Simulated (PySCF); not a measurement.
Vertical excitations of a molecule C3H2F3, multiplicity 2 from TDA-PBE0/def2-SVPD (PySCF), as energy in eV (oscillator strength): 3.99 (0.014), 5.14 (0.000), 5.76 (0.001), 6.24 (0.014), 6.38 (0.420), 7.14 (0.000), 7.20 (0.070), 7.26 (0.000), 7.35 (0.008), 7.44 (0.000). Coordinates come from a B3LYP-D3(BJ)/def2-SVP optimisation. Other conformers were not sampled.

Problem. Identify the compound among the candidates.
(A) F/C=C/[C](F)F
(B) C=[C]C(F)(F)F
(C) C=C(F)[C](F)F
(D) [CH]=CC(F)(F)F

Solution. C, C=C(F)[C](F)F
